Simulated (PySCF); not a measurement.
Species: C2H8BO (charge -1).
Numbering: `[BH3-:1][O:2][CH2:3][CH3:4]`

Computed, not measured: PySCF 2.14.0, delta-SCF UKS SCAN, pcX-2 on the ionised atom, pcseg-1 elsewhere, spin-free X2C. Vertical ΔSCF values, vacuum level as zero.

Some binding energies are withheld.

| atom(s) | bonded to | level | binding energy (eV) |
| --- | --- | --- | --- |
| B1 | O and 3 H | B 1s | 188.52 |
| C3 | O, C and 2 H | C 1s | ? |
| C4 | C and 3 H | C 1s | ? |
| O2 | C and B | O 1s | 531.70 |

Task: Fill in C 1s for C3.

Result: 287.07 eV (sp3 carbon bound to oxygen).

Task: What is the C 1s binding energy of C4?

Result: 286.57 eV (methyl carbon).

The listed C 1s values span 0.50 eV, from C4 (bonded to C and 3 H) to C3 (bonded to O, C and 2 H). Summing the Pauling electronegativity differences to the bonded atoms, each weighted by its formal bond order, gives -1.05 for the lowest site and +0.19 for the highest.

Task: Which effective nuclear charge Zeff reproduces each element's mean 1s value in the hydrogen-like formula E = 13.606 eV × Zeff²?

Result: B (Z = 5): mean 188.5 eV, Zeff = 3.72, Z − Zeff = 1.28; C (Z = 6): mean 286.8 eV, Zeff = 4.59, Z − Zeff = 1.41; O (Z = 8): mean 531.7 eV, Zeff = 6.25, Z − Zeff = 1.75. Means run over the listed sites, weighted by atom count.

The species carries charge -1, so core ionisation leaves a neutral species. The basis sets have no added diffuse functions. The structure is a single PBE0-D3(BJ)/def2-SVP conformer in the gas phase; no vibrational or solvent corrections.

The values belong to the conformer `[BH3-:1][O:2][CH2:3][CH3:4]`: B1–O2–C3–C4 180°.
